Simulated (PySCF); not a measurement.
Mg(F)(SMe) (CH3FMgS), SMILES [S]([Mg][F])C. Atoms are numbered in the order given.

```xyz
7

Mg     0.1115    -1.0538     0.0000
F     -0.3137    -2.7597     0.0000
S      0.6832     1.1686     0.0000
C     -0.9415     2.0185     0.0000
H     -1.5324     1.7889     0.8977
H     -0.7331     3.0971     0.0000
H     -1.5324     1.7889    -0.8977
```
Charge 0, spin multiplicity 1.

Geometry optimised at PBE0-D3(BJ)/def2-SVP. The values are those of a single conformer.

Calculation: B3LYP/pcJ-1 (PySCF).

Isotropic couplings with Fermi-contact, spin-dipole and both spin-orbit terms, one fixed conformer, no vibrational averaging. Isotopes: 13C, 19F, 1H.

| pair | bonds apart | J (Hz) |
|---|---|---|
| C4–H5 | 1 | (withheld) |
| C4–H6 | 1 | (withheld) |
| C4–H7 | 1 | (withheld) |
| H5–H6 | 2 | (withheld) |
| H5–H7 | 2 | (withheld) |
| H6–H7 | 2 | (withheld) |
| F2–C4 | 3 | -0.6 |
| F2–H6 | 4 | 2.4 |

Problem. What belongs in the gaps? (Estimate from the structure and the level; the computed values follow.)

Solution. 
- C4–H5, J (Hz): 147.0
- C4–H6, J (Hz): 148.7
- C4–H7, J (Hz): 147.0
- H5–H6, J (Hz): -13.9
- H5–H7, J (Hz): -9.7
- H6–H7, J (Hz): -13.9
